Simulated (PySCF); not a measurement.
C$_{3}$H$_{7}$AlO$_{2}$, singlet, at the geometry of the source list. Base run: PySCF with PBE0/6-31G.

Here is a job for PySCF.
```python
from pyscf import gto, scf, dft, solvent

mol = gto.Mole()
mol.atom = '''
    Al   -0.93080000    0.97200000    0.30890000
    H    -2.35890000    0.49100000    0.04270000
    C    -0.28130000    2.76780000    0.85110000
    H     0.07900000    2.76060000    1.88590000
    H    -1.01130000    3.57560000    0.77130000
    H     0.58490000    3.04080000    0.23490000
    O     0.11460000   -0.30750000    0.04240000
    C     0.95710000   -1.31710000   -0.18140000
    C     0.31220000   -2.47050000   -0.90410000
    O     2.10070000   -1.28280000    0.17000000
    H     1.05460000   -3.22920000   -1.13760000
    H    -0.15560000   -2.10630000   -1.81410000
    H    -0.46530000   -2.89430000   -0.26990000
'''
mol.basis = '6-31g'
mol.verbose = 3
mol.build()

mf = dft.RKS(mol)
mf.xc = 'pbe0'
mf.kernel()
```

Each row names what was changed in the base input (with any setting that the change needs).

| change | ΔE vs base (kJ/mol) | dipole (D) | HOMO-LUMO gap (eV) |
|---|---|---|---|
| base | 0.00 | 3.04 | 6.38 |
| model = IEF-PCM; solvent = 2-propanol; vdw_scale = 1.0 | -69.9 | 4.16 | 7.23 |
| model = IEF-PCM; solvent = 2-propanol; vdw_scale = 1.1 | -48.3 | 3.96 | 7.15 |
| model = SS(V)PE; solvent = 2-propanol | -34.8 | 3.78 | 7.05 |
| model = C-PCM; solvent = 2-propanol | -35.9 | 3.81 | 7.07 |
| model = IEF-PCM; solvent = toluene | ? | ? | ? |
| model = IEF-PCM; solvent = tetrahydrofuran | ? | ? | ? |
| model = IEF-PCM; solvent = 2-propanol; lebedev_order = 41 | -35.1 | 3.80 | 7.06 |
| model = IEF-PCM; solvent = acetonitrile | ? | ? | 7.07 |
| model = IEF-PCM; solvent = dimethylsulfoxide | -36.9 | 3.84 | 7.07 |
| model = IEF-PCM; solvent = 2-propanol | -35.0 | 3.80 | 7.05 |
| model = ddCOSMO; solvent = 2-propanol | -26.12 | 3.72 | 6.95 |

### Question
What belongs in the gaps?

### Answer

- model = IEF-PCM; solvent = toluene, ΔE vs base (kJ/mol): -17.57
- model = IEF-PCM; solvent = toluene, dipole (D): 3.42
- model = IEF-PCM; solvent = toluene, HOMO-LUMO gap (eV): 6.76
- model = IEF-PCM; solvent = tetrahydrofuran, ΔE vs base (kJ/mol): -30.5
- model = IEF-PCM; solvent = tetrahydrofuran, dipole (D): 3.70
- model = IEF-PCM; solvent = tetrahydrofuran, HOMO-LUMO gap (eV): 6.99
- model = IEF-PCM; solvent = acetonitrile, ΔE vs base (kJ/mol): -36.5
- model = IEF-PCM; solvent = acetonitrile, dipole (D): 3.83

The base is the gas phase, so ΔE is the electrostatic part of solvation at a fixed geometry, without cavity and dispersion terms.
